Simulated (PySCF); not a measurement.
# CsBr: frontier orbitals

r²SCAN at R = 3.101 Å; basis Cs def2-TZVPP with ECP46, Br def2-TZVPP; scalar-relativistic core potentials; PySCF 2.14. State: ¹Σ⁺ (singlet), closed shell. Only the outer orbitals are listed, counted within each symmetry, core potentials removing the inner ones.

```json
{"orbital": "7σ", "occ.": "2", "ε (eV)": "-27.96", "on Cs (%)": "100", "main shells (%)": "100 Cs s"}
{"orbital": "8σ", "occ.": "2", "ε (eV)": "-16.43", "on Cs (%)": "7", "main shells (%)": "93 Br s"}
{"orbital": "4π", "occ.": "2", "ε (eV)": "-14.12", "on Cs (%)": "100", "main shells (%)": "100 Cs p"}
{"orbital": "4π", "occ.": "2", "ε (eV)": "-14.12", "on Cs (%)": "100", "main shells (%)": "100 Cs p"}
{"orbital": "9σ", "occ.": "2", "ε (eV)": "-13.80", "on Cs (%)": "93", "main shells (%)": "93 Cs p"}
{"orbital": "10σ", "occ.": "2", "ε (eV)": "-4.92", "on Cs (%)": "6", "main shells (%)": "94 Br p"}
{"orbital": "5π", "occ.": "2", "ε (eV)": "-4.80", "on Cs (%)": "3", "main shells (%)": "97 Br p"}
{"orbital": "5π", "occ.": "2", "ε (eV)": "-4.80", "on Cs (%)": "3", "main shells (%)": "97 Br p"}
{"orbital": "11σ", "occ.": "0", "ε (eV)": "-0.99", "on Cs (%)": "100", "main shells (%)": "86 Cs s, 12 Cs p"}
{"orbital": "6π", "occ.": "0", "ε (eV)": "0.07", "on Cs (%)": "100", "main shells (%)": "72 Cs p, 27 Cs d"}
{"orbital": "6π", "occ.": "0", "ε (eV)": "0.07", "on Cs (%)": "100", "main shells (%)": "72 Cs p, 27 Cs d"}
```

Task: Which are the highest filled and the lowest empty level, where do they sit, and how wide is the gap?

Result: Highest filled 5π at -4.80 eV (in %: 97 Br p); lowest empty 11σ at -0.99 eV (in %: 86 Cs s, 12 Cs p); the gap at r²SCAN is 3.81 eV.

```json
{
 "bond order (Mayer)": "0.45",
 "⟨S²⟩": "0.000",
 "charge on Cs (Mulliken, basis-dependent)": "0.76",
 "charge on Cs (Löwdin, basis-dependent)": "0.50",
 "dipole moment (positive dipole means Cs(−)Br(+))": "-10.93 D"
}
```

Spin–orbit coupling is left out.
